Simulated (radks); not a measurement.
Dipole-allowed excitations along the series with 4 electrons in [He] 2s2. Method: non-relativistic Kohn-Sham, LDA (Slater exchange, VWN5 correlation), spin-polarised, spherical densities, point nucleus; computed with a radial shooting solver on a logarithmic mesh with Libxc functionals. Time-dependent linear response with the Hartree and adiabatic LDA kernel, continuum included through the Sternheimer equations. Lines are the poles of the dipole polarisability below minus the highest occupied eigenvalue, found on a grid refined at the orbital gaps; the lowest seven at most are given, and weak or close lines can be missed. The first line takes the name of the lowest orbital gap if no other gap lies below it; otherwise a line is named after a gap within 0.6 % of it, if that gap stands alone.

species  -e(HOMO) (eV)  lowest orbital gap (eV)  first line (eV)      f  strongest line (eV)  its f  static alpha (bohr^3)
Cl13+           718.24             2s-2p 33.285   45.678 (2s-2p)  0.194       432.68 (2s-3p)  0.661                0.07275
Ar14+           820.71             2s-2p 35.539   48.730 (2s-2p)  0.182       491.95 (2s-3p)  0.674                0.05982
K15+            929.97             2s-2p 37.791   51.781 (2s-2p)  0.172       555.00 (2s-3p)  0.684                0.04979
Ca16+           1046.0             2s-2p 40.044   54.831 (2s-2p)  0.162       621.83 (2s-3p)  0.694                0.04188
Sc17+           1168.9             2s-2p 42.295   57.880 (2s-2p)  0.154       692.43 (2s-3p)  0.703                0.03556
Ti18+           1298.6             2s-2p 44.546   60.927 (2s-2p)  0.146       766.82 (2s-3p)  0.711                0.03045
